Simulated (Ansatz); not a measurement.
`[GeH3][SiH2][SiH2][SiH2][GeH3]` + `O[SiH2]S[SiH3]` → `[SiH3][SiH2][SiH2][SiH2][GeH3]` + `O[SiH2][S][GeH3]`  (redistribution)

Program: Ansatz. Geometries: PBE0-D4/def2-TZVP. ΔE: electronic, gas phase. CCSD(T)/CBS adds triple-zeta CCSD(T) − MP2 to the extrapolated MP2 energy (def2 sets, frozen cores). DFT in def2-TZVPP. For Ge outer-core shells are correlated without core-valence functions, which leaves a few kJ/mol of doubt a bond. Scalar relativity is left out up to krypton. Each species was taken in one conformer, which may not be the lowest.

```
             level  ΔE (kJ/mol)  difference from CCSD(T)/CBS
           PBE0-D4         27.1                         -3.6
               PBE         25.7                         -5.0
              PBE0         26.7                         -4.0
    MP2/def2-TZVPP         32.2                          1.5
SCS-MP2/def2-TZVPP         30.2                         -0.5
   CCSD/def2-TZVPP         28.6                         -2.1
CCSD(T)/def2-TZVPP         28.4                         -2.3
    MP2/def2-QZVPP         33.5                          2.8
SCS-MP2/def2-QZVPP         31.1                          0.4
     MP2/CBS(def2)         34.5                          3.8
       CCSD(T)/CBS         30.7                            0
```

Largest T1 diagnostic among the species: 0.013.
